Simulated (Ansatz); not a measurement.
One change: `C=N` becomes `C=[N][SbH2]`.

Ansatz, PBE0-D4/def2-TZVP geometries, multiplicity 1. 

Elements past krypton have def2 core potentials.

```
                                                                                  property  `C=N`
ideal-gas entropy at 298 K and 1 bar (rigid rotor, harmonic PBE0-D4/def2-TZVP) / J/(mol·K)    227
                                            zero-point energy (PBE0-D4/def2-TZVP) / kJ/mol  105.1
                                            size of the dipole moment (PBE/def2-TZVPP) / D   1.89
                                          size of the dipole moment (B3LYP/def2-TZVPP) / D   1.99
                                                      HOMO–LUMO gap (PBE0/def2-TZVPP) / eV   7.33
                                                   HOMO–LUMO gap (ωB97M-V/def2-TZVPP) / eV  12.04
```

(1) Give the same properties after the change, and the shifts. (Best estimate.)

Answers

(1) Computed: 
| property | `C=[N][SbH2]` | shift |
| --- | --- | --- |
| ideal-gas entropy at 298 K and 1 bar (rigid rotor, harmonic PBE0-D4/def2-TZVP) / J/(mol·K) | 300 | 73 |
| zero-point energy (PBE0-D4/def2-TZVP) / kJ/mol | 113.9 | 8.8 |
| size of the dipole moment (PBE/def2-TZVPP) / D | 1.21 | -0.68 |
| size of the dipole moment (B3LYP/def2-TZVPP) / D | 1.31 | -0.68 |
| HOMO–LUMO gap (PBE0/def2-TZVPP) / eV | 6.08 | -1.25 |
| HOMO–LUMO gap (ωB97M-V/def2-TZVPP) / eV | 10.05 | -1.99 |

With PBE0 the HOMO rises by 0.84 eV and the LUMO falls by 0.41 eV, so the gap narrows by about 1.25 eV. PBE moves the HOMO by 0.54 eV and ωB97M-V by 1.07 eV. The zero-point energy changes by 8.8 kJ/mol with +6 modes. Dipoles are sizes alone; their direction can turn.

B3LYP here is the variant with VWN-RPA as its local correlation; programs differ in this.

Spin–orbit coupling is left out; it splits and shifts lone-pair levels of the heavy atoms by tenths of an eV.
